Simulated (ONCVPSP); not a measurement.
# phosphorus, ONCV: configuration errors across variants

* Element: phosphorus (P)
* Generator: ONCVPSP 4.0.1
* Type: optimised norm-conserving Vanderbilt (ONCV)
* Functional: PBE
* Relativity: scalar-relativistic
* Frozen core: [Ne]
* Valence charge: 5
* Reference configuration: 3s2 3p2 (charge +1)
* Partial waves: 3s: rc 1.45 bohr, ncon 4, nbas 9, qcut 3.7 1/bohr, 2 projectors, debl 2.7 Ha; 3p: rc 1.25 bohr, ncon 4, nbas 7, qcut 5.3 1/bohr, 2 projectors, debl 2.1 Ha
* Local potential: polynomial inside 1.20 bohr (lpopt 5, dvloc0 0 Ha)
* Core correction: Teter function, fcfact 4.5, rcfact 1.45

All-electron excitation energies from the reference (eV): (1) 3s2 3p3 -9.730; (2) 3s2 3p1 19.147; (3) 3s2 3p0 48.886; (4) 3s0 3p5 7.471.

A true bound ghost makes a file unfit for plane-wave use even where its test errors are small: the radial tests pick states by their node count and pass the ghost by.

Errors AE − PS in meV (a dash: test not solved or not reliable):

```csv
change,(1),(2),(3),(4),bound ghosts,GHOST(+) flags above zero
base,+2.2,+2.5,+8.6,-2.1,p,"s, p"
s: qcut 2.2,+2.2,+2.7,+10,-12,p,"s, p"
s: qcut 3.1,+2.2,+2.4,+8.5,-7.6,p,"s, p"
s: qcut 3.6,+2.2,+2.5,+8.8,-3.2,p,"s, p"
s: qcut 4.1,+2.2,+2.3,+7.8,+1.4,p,"s, p"
s: qcut 5.3,+2.2,+2.4,+8.2,+8.7,p,"s, p"
```

(1) Give the same row for: s: qcut 4.8.

## Answers

(1) +2.2, +2.2, +6.9, +6.6; bound ghosts: p; GHOST(+) flags above zero: s, p.
